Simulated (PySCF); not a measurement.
Where does hydrogen iodide take a proton?

Parent: hydrogen iodide, `I` (HI). Atom numbers as in the mapped SMILES `[IH:1]`.

Energies: ωB97X-D3(BJ)/def2-TZVP (PySCF, density fitting, integration grid level 2) on PBE0-D3(BJ)/def2-SVP structures. Zero-point and thermal terms (298.15 K, 1 bar) come from unscaled PBE0-D3(BJ)/def2-SVP harmonic frequencies, with soft modes damped to free rotors in the entropy.

| site | product | PA / kJ/mol | GB / kJ/mol |
| --- | --- | --- | --- |
| I1 (iodine) | [H2I]+ | 633 | 606 |

PA is −ΔH and GB is −ΔG of B + H⁺ → BH⁺ in the gas phase.

Measured values (NIST Chemistry WebBook, evaluated or the median of agreeing entries): proton affinity (−ΔH) 628 kJ/mol (computed 633, difference 5); gas-phase basicity (−ΔG) 601 kJ/mol (computed 606, difference 5).

Note: atoms past Kr carry effective core potentials.

---

## Ionisation of hydrogen iodide

Parent: hydrogen iodide, `I` (HI). Atom numbers as in the mapped SMILES `[IH:1]`.

Level of theory: ωB97X-D3(BJ)/ma-def2-TZVP single points in PySCF, grid level 2; every species was optimised with PBE0-D3(BJ)/def2-SVP. Zero-point and thermal terms (298.15 K, 1 bar) come from unscaled PBE0-D3(BJ)/def2-SVP harmonic frequencies, with soft modes damped to free rotors in the entropy.

Frontier levels of the parent: HOMO -10.31 eV, LUMO 1.13 eV.

Oxidation to the radical cation:
- Vertical ionisation energy (electronic): 10.65 eV
- Adiabatic ionisation energy (with zero-point energy): 10.65 eV
- Adiabatic, electronic part: 10.66 eV
- Vertical gap at the product's structure: 10.65 eV
- ⟨S²⟩ of the product: 0.753
- Distances that move most (Å): I1–H 1.618 → 1.640

Measured values (NIST Chemistry WebBook, evaluated or the median of agreeing entries): adiabatic ionisation energy 10.39 eV (computed 10.65, difference 0.26).

Note: spin-orbit coupling is left out of the energies, which matters for open shells on the heavier atoms; atoms past Kr carry effective core potentials.

---

How strong are the bonds of tetrafluoroethene?

Parent: tetrafluoroethene, `FC(F)=C(F)F` (C2F4). Coordinates in Å; atoms count from 1 in this order:
```
F    -1.3531   -0.0030    1.1214
C    -0.6624   -0.0268    0.0097
F    -1.4034   -0.1101   -1.0661
C     0.6655    0.0281   -0.0240
F     1.3542    0.0042   -1.1367
F     1.4055    0.1115    1.0526
```

Level of theory: M06-2X/def2-TZVP single points in PySCF, grid level 3; every species was optimised with PBE0-D3(BJ)/def2-SVP. Thermal corrections: PBE0-D3(BJ)/def2-SVP frequencies, unscaled, ideal gas at 298.15 K and 1 bar, quasi-RRHO entropy.

```
 bond  r / Å         radicals  BDE(298 K) / eV  BDFE / eV  D₀ / eV  Dₑ / eV
F1–C2  1.309  F• + F[C]=C(F)F             5.51       5.01     5.46     5.59
```

Homolysis to relaxed radicals in the gas phase; the table need not hold every single bond outside rings.
